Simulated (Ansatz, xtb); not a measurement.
**Relative energy of two isomers of CH11NSi3**

Structure I is `C[SiH2]N([SiH3])[SiH3]`, a singlet and structure II is `[SiH3]C[SiH2]N[SiH3]`, a singlet. Both are isolated molecules in the gas phase, relaxed with r2SCAN-D4/def2-SVP, each in the lowest conformer that the search found.

Q: Which of the two would you expect CCSD(T)/def2-SVP + ΔMP2/def2-TZVPP electronic energies to favour?

A: Structure I; the calculation gives E(II) − E(I) = +0.597 eV.

How the difference moves with the method:

| level | geometry | E(II) − E(I) (eV) | departure from the last row (eV) | job, with rough time for the two |
| --- | --- | --- | --- | --- |
| GFN2-xTB | GFN2-xTB | +0.801 | +0.204 | optimisation, 1.1 s |
| HF/STO-3G | GFN2-xTB | +0.456 | −0.141 | single point, 2.7 s |
| r2SCAN-D4/def2-SVP//GFN2-xTB | GFN2-xTB | +0.526 | −0.071 | single point, 17 s |
| r2SCAN-D4/def2-SVP | r2SCAN-D4/def2-SVP | +0.516 | −0.082 | optimisation, 9.2 min |
| HF/def2-SVP | r2SCAN-D4/def2-SVP | +0.561 | −0.036 | part of the CCSD(T) run |
| MP2/def2-SVP | r2SCAN-D4/def2-SVP | +0.589 | −0.008 | part of the CCSD(T) run |
| CCSD(T)/def2-SVP | r2SCAN-D4/def2-SVP | +0.581 | −0.016 | single point |
| CCSD(T)/def2-SVP + ΔMP2/def2-TZVPP | r2SCAN-D4/def2-SVP | +0.597 |  | single point, 2.9 min |

As drawn, II has 1 C–Si, 1 N–H in place of 1 N–Si, 1 C–H.

None of the levels shown reverses the order. The largest departure from CCSD(T)/def2-SVP + ΔMP2/def2-TZVPP is that of GFN2-xTB, 0.204 eV. The last row adds to CCSD(T) the change of the MP2 difference between the two basis sets, here +0.016 eV.

With harmonic frequencies from r2SCAN-D4/def2-SVP (ideal gas, rigid rotor, one conformer each, 298.15 K, 1 atm): on the last row, ΔE + ΔZPE = +0.584 eV. A mode under 50 cm⁻¹ makes harmonic enthalpies and free energies unreliable, so none is given.

The correlated steps freeze 17 core orbitals. Codes used: Ansatz 0.2.0, xtb 6.7.1; the last row on 2 threads of AMD EPYC (Zen 3) on a shared host.
